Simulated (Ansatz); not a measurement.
The cluster Zn₂OF₂. Charge 0, multiplicity 1. Geometry PBE0-D4/def2-SVP.

Cartesian coordinates in Å:
```
Zn -0.478 0.156 -0.342
Zn 1.498 0.630 0.816
O -2.048 -0.202 -1.265
F 2.976 1.016 1.674
F -1.948 -1.599 -0.883
```

Another isomer (singlet) lies 4.19 eV lower at PBE0-D4/def2-TZVP; other spin states weren't run for this one.

**Question.** Estimate the orbital energies around the gap (eV) in Ansatz with PBE-D4/def2-TZVP, r2SCAN-D4/def2-TZVP, B97M-V/def2-TZVP, PBE0-D4/def2-TZVP, ωB97M-V/def2-TZVP.

**Answer.** 
```
orbital  PBE-D4/def2-TZVP  r2SCAN-D4/def2-TZVP  B97M-V/def2-TZVP  PBE0-D4/def2-TZVP  ωB97M-V/def2-TZVP
 HOMO−9            -12.34               -12.73            -12.92             -15.16             -17.77
 HOMO−8            -11.93               -12.26            -12.30             -13.73             -16.11
 HOMO−7            -11.08               -11.51            -11.61             -13.18             -15.71
 HOMO−6            -10.63               -11.12            -11.22             -12.80             -15.37
 HOMO−5             -9.46                -9.72             -9.79             -11.18             -13.73
 HOMO−4             -8.35                -8.74             -8.82             -10.23             -12.81
 HOMO−3             -8.35                -8.74             -8.82             -10.23             -12.81
 HOMO−2             -8.14                -8.42             -8.36              -9.45             -11.84
 HOMO−1             -7.11                -7.41             -7.45              -8.51             -10.85
   HOMO             -6.53                -6.89             -7.02              -8.32             -10.71
   LUMO             -3.15                -2.86             -2.89              -2.16              -0.55
 LUMO+1             -2.60                -2.43             -2.60              -1.96              -0.43
 LUMO+2             -2.34                -2.03             -2.22              -1.42               0.32
 LUMO+3             -2.18                -1.85             -1.70              -0.74               1.43
 LUMO+4              0.28                 0.77              0.37               1.04               2.25
 LUMO+5              0.44                 0.98              0.62               1.27               2.53
```
